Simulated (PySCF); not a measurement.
Cl2OTa, charge +1, multiplicity 1. Atoms are numbered in the order given.

```xyz
4

Ta     0.2136     0.2958     0.0000
O     -1.0224     1.4490     0.0000
Cl    -0.2181    -0.9760    -1.7972
Cl    -0.2181    -0.9760     1.7972
```
Charge +1, spin multiplicity 1.

The structure is a stationary point at B3LYP-D3(BJ)/def2-SVP. The spin state was assumed, not searched. The isomer is the one that the SMILES or the coordinates give; other isomers of the formula were not compared. The def2 effective core potentials stand for the cores of Ta; spin–orbit coupling is left out.

Level of theory: PySCF with B3LYP-D3(BJ)/def2-SVP.

Frequencies are harmonic and unscaled.

Computed harmonic wavenumbers and intensities:
| mode | ν (cm⁻¹) | IR (km/mol) | moving atoms (share of kinetic energy) |
|---|---|---|---|
| 1 | 119 | 2.3 | Cl 84 %, Ta 16 % |
| 2 | 198 | 10.0 | O 61 %, Cl 24 %, Ta 14 % |
| 3 | 242 | 2.8 | O 77 %, Cl 19 % |
| 4 | 440 | 17.6 | Cl 87 %, Ta 13 % |
| 5 | 445 | 57.6 | Cl 77 %, Ta 22 % |
| 6 | 1052 | 88.0 | O 92 %, Ta 8 % |
